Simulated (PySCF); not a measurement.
C3H11FSi2 (SMILES C[SiH2]CC[SiH2]F), singlet, at a GFN2-xTB geometry, atoms displaced at random by about 0.03 Å a coordinate; B3LYP/STO-3G, gradient (PySCF).

Input for PySCF:
```python
from pyscf import gto, scf, dft

mol = gto.Mole()
mol.atom = '''
    Si    1.842699   -0.354253    0.363227
    F     1.298262    1.010322    1.216466
    C     0.375271   -1.442381    0.079177
    C    -0.572196   -1.058714   -1.121510
    Si   -1.409350    0.630251   -0.977603
    C    -2.204433    0.762082    0.672928
    H     2.812517   -0.855919    1.398257
    H     2.488716    0.175164   -0.749149
    H     0.747534   -2.506388   -0.065551
    H    -0.259119   -1.529390    0.980016
    H    -1.267201   -1.814433   -1.288978
    H     0.107589   -1.079533   -1.976626
    H    -2.376535    0.627202   -1.993536
    H    -0.415743    1.750489   -1.157931
    H    -2.869886    1.702931    0.803162
    H    -2.865193   -0.060587    0.986831
    H    -1.517453    0.899911    1.519113
'''
mol.basis = 'sto-3g'
mol.charge = 0
mol.spin = 0
mol.verbose = 4
mol.build()

mf = dft.RKS(mol)
mf.xc = 'b3lyp'
mf.conv_tol = 1e-11
mf.kernel()
g = mf.nuc_grad_method()
grad = g.kernel()
```

**Question.** Write the output that PySCF gives for this input, abridged.

**Answer.** 
```
PySCF version 2.14.0

[INPUT] verbose = 4
[INPUT] num. atoms = 17
[INPUT] num. electrons = 66
[INPUT] charge = 0
[INPUT] spin (= nelec alpha-beta = 2S) = 0
[INPUT] symmetry False subgroup None
[INPUT] Mole.unit = angstrom
[INPUT] Symbol           X                Y                Z      unit          X                Y                Z       unit  Magmom
[...]
nuclear repulsion = 381.458743119558
number of shells = 33
number of NR pGTOs = 147
number of NR cGTOs = 49
basis = sto-3g
ecp = {}

******** <class 'pyscf.dft.rks.RKS'> ********
method = RKS
initial guess = minao
damping factor = 0
level_shift factor = 0
DIIS = <class 'pyscf.scf.diis.CDIIS'>
diis_start_cycle = 1
diis_space = 8
diis_damp = 0
SCF conv_tol = 1e-11
SCF conv_tol_grad = None
SCF max_cycles = 50
direct_scf = True
direct_scf_tol = 1e-13
XC library pyscf.dft.libxc version 7.1.2
    S. Lehtola, C. Steigemann, M. J. T. Oliveira, and M. A. L. Marques,  SoftwareX 7, 1–5 (2018)
XC functionals = b3lyp
    P. J. Stephens, F. J. Devlin, C. F. Chabalowski, and M. J. Frisch,  J. Phys. Chem. 98, 11623 (1994)
radial grids:
    Treutler-Ahlrichs [JCP 102, 346 (1995); DOI:10.1063/1.469408] (M4) radial grids

becke partition: Becke, JCP 88, 2547 (1988); DOI:10.1063/1.454033
pruning grids: <function nwchem_prune>
grids dens level: 3
symmetrized grids: False
atomic radii adjust function: <function treutler_atomic_radii_adjust>
small_rho_cutoff = 0
Set gradient conv threshold to 3.16228e-06
Initial guess from minao.
tot grids = 202864
init E= -789.974103787668
[...]
cycle= 1 E= -790.105894457301  delta_E= -0.132  |g|= 0.512  |ddm|= 4.62
[...]
cycle= 2 E= -790.049423200365  delta_E= 0.0565  |g|= 0.713  |ddm|= 1.97
[...]
cycle= 3 E= -790.220970716917  delta_E= -0.172  |g|= 0.0703  |ddm|= 1.11
[...]
cycle= 4 E= -790.222338502119  delta_E= -0.00137  |g|= 0.0278  |ddm|= 0.14
[...]
cycle= 5 E= -790.222615833292  delta_E= -0.000277  |g|= 0.00321  |ddm|= 0.0455
[...]
cycle= 6 E= -790.222619885515  delta_E= -4.05e-06  |g|= 0.000696  |ddm|= 0.00648
[...]
cycle= 7 E= -790.222620026923  delta_E= -1.41e-07  |g|= 0.000219  |ddm|= 0.00118
[...]
cycle= 8 E= -790.222620042666  delta_E= -1.57e-08  |g|= 2.31e-05  |ddm|= 0.000322
[...]
cycle= 9 E= -790.22262004288  delta_E= -2.14e-10  |g|= 5.44e-06  |ddm|= 4.21e-05
[...]
cycle= 10 E= -790.222620042886  delta_E= -5.91e-12  |g|= 2.06e-06  |ddm|= 1.09e-05
[...]
Extra cycle  E= -790.222620042889  delta_E= -3.18e-12  |g|= 2.01e-06  |ddm|= 5.77e-06
converged SCF energy = -790.222620042889

******** <class 'pyscf.grad.rks.Gradients'> for <class 'pyscf.dft.rks.RKS'> ********
unit = Eh/Bohr
grid_response = False
--------------- RKS gradients ---------------
         x                y                z
0 Si     0.0003775328    -0.0381247771    -0.0827023731
1 F    -0.0009539708     0.0156249238     0.0159894217
2 C     0.0178982098     0.0468251446     0.0041396588
3 C    -0.0608138452    -0.0390490551    -0.0117348092
4 Si    -0.0364465000    -0.0052599383    -0.0021418238
5 C     0.0417048245    -0.0458921733    -0.0438508305
6 H     0.0105054984     0.0066177110     0.0248014633
7 H    -0.0154558646    -0.0010020026     0.0318238473
8 H     0.0075907965    -0.0209338182     0.0023379405
9 H    -0.0073945829    -0.0064749935    -0.0033669424
10 H     0.0383314468     0.0381098494     0.0040017857
11 H     0.0038910601    -0.0044244816     0.0137002194
12 H     0.0164954345    -0.0067741803     0.0171312011
13 H     0.0189046639     0.0208409462    -0.0015220552
14 H    -0.0203665867     0.0302464981     0.0153745540
15 H    -0.0032265039     0.0041147337     0.0100057232
16 H    -0.0110447905     0.0056285024     0.0058871655
----------------------------------------------
```
